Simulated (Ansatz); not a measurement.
Cost and result for the atomization energy of C2H8B2O, SMILES `BB(C)OC` (13 atoms, 12 bonds).

```xyz
13

B    -1.107    0.190    1.159
B    -0.082   -0.406   -0.039
C    -0.088   -1.949   -0.360
O     0.781    0.356   -0.758
C     0.908    1.741   -0.535
H    -0.814    0.179    2.323
H    -2.218    0.574    0.915
H     0.487   -2.475    0.411
H     0.378   -2.162   -1.326
H    -1.089   -2.389   -0.345
H     1.911    1.961   -0.162
H     0.760    2.273   -1.477
H     0.174    2.108    0.194
```

Charge 0, multiplicity 1. All single points use the PBE0-D4/def2-TZVP geometry. It is one conformer, not always the lowest. Program: Ansatz. All runs use 4 threads of an Arm Neoverse N1 on a shared host. Times are those of one run each, without the atoms' runs, and a repeat can differ threefold. Electronic energies, without spin–orbit coupling; frozen cores. CCSD(T)/CBS adds CCSD(T) − MP2 in def2-TZVPP to the MP2 limit, and its time is that of the two runs behind it. T1 = 0.013. B3LYP takes the VWN-RPA correlation (the form of Gaussian; ORCA's B3LYP/G).

CCSD(T)/CBS is a level of theory with its own doubt, some kJ/mol a heavy atom from the limit and from the frozen cores, so smaller differences don't rank the functionals.

```csv
level,functions,wall time
PBE-D4/def2-TZVPP (with forces),267,4.2 s
PBE0-D4/def2-TZVPP,267,4.5 s
B3LYP-D4/def2-TZVPP (with forces),267,7.5 s
r2SCAN-D4/def2-TZVPP (with forces),267,8 s
B2PLYP/def2-TZVPP,267,9 s
ωB97X-V/def2-TZVPP,267,13 s
ωB97M-V/def2-TZVPP (with forces),267,18 s
MP2/def2-QZVPP,525,42 s
CCSD(T)/def2-TZVPP,267,4.8 min
CCSD(T)/CBS(def2),–,5.5 min
```

Q: What atomization energy does each give, and how far from CCSD(T)/CBS? (Estimate.)

A: Ansatz gave: 
```json
{"level": "PBE-D4/def2-TZVPP (with forces)", "atomization (kcal/mol)": "1209.7", "difference from CCSD(T)/CBS": "25.6", "per bond": "2.1"}
{"level": "PBE0-D4/def2-TZVPP", "atomization (kcal/mol)": "1194.4", "difference from CCSD(T)/CBS": "10.3", "per bond": "0.9"}
{"level": "B3LYP-D4/def2-TZVPP (with forces)", "atomization (kcal/mol)": "1193.5", "difference from CCSD(T)/CBS": "9.4", "per bond": "0.8"}
{"level": "r2SCAN-D4/def2-TZVPP (with forces)", "atomization (kcal/mol)": "1195.9", "difference from CCSD(T)/CBS": "11.8", "per bond": "1.0"}
{"level": "B2PLYP/def2-TZVPP", "atomization (kcal/mol)": "1180.6", "difference from CCSD(T)/CBS": "-3.5", "per bond": "-0.3"}
{"level": "ωB97X-V/def2-TZVPP", "atomization (kcal/mol)": "1190.7", "difference from CCSD(T)/CBS": "6.6", "per bond": "0.6"}
{"level": "ωB97M-V/def2-TZVPP (with forces)", "atomization (kcal/mol)": "1193.3", "difference from CCSD(T)/CBS": "9.2", "per bond": "0.8"}
{"level": "MP2/def2-QZVPP", "atomization (kcal/mol)": "1189.8", "difference from CCSD(T)/CBS": "5.7", "per bond": "0.5"}
{"level": "CCSD(T)/def2-TZVPP", "atomization (kcal/mol)": "1159.7", "difference from CCSD(T)/CBS": "-24.4", "per bond": "-2.0"}
{"level": "CCSD(T)/CBS(def2)", "atomization (kcal/mol)": "1184.1", "difference from CCSD(T)/CBS": "0.0", "per bond": "0.0"}
```

From PBE to PBE0 (25 % exact exchange), in def2-TZVPP and without D4, the atomization energy moves by −14.5 kcal/mol: exact exchange takes away binding that semilocal exchange gives to molecules. The D4 term adds +7.8 kcal/mol with B3LYP and +4.1 kcal/mol with PBE0; it sums over pairs of atoms, weighted by their polarisabilities, and B3LYP, whose exchange is more repulsive, gets the larger term. In def2-TZVPP, CCSD(T) changes the Hartree–Fock value by +250.0 kcal/mol (the triples alone add +13.4 kcal/mol) and MP2 by +265.8 kcal/mol; breaking electron pairs costs correlation energy, which Hartree–Fock lacks.
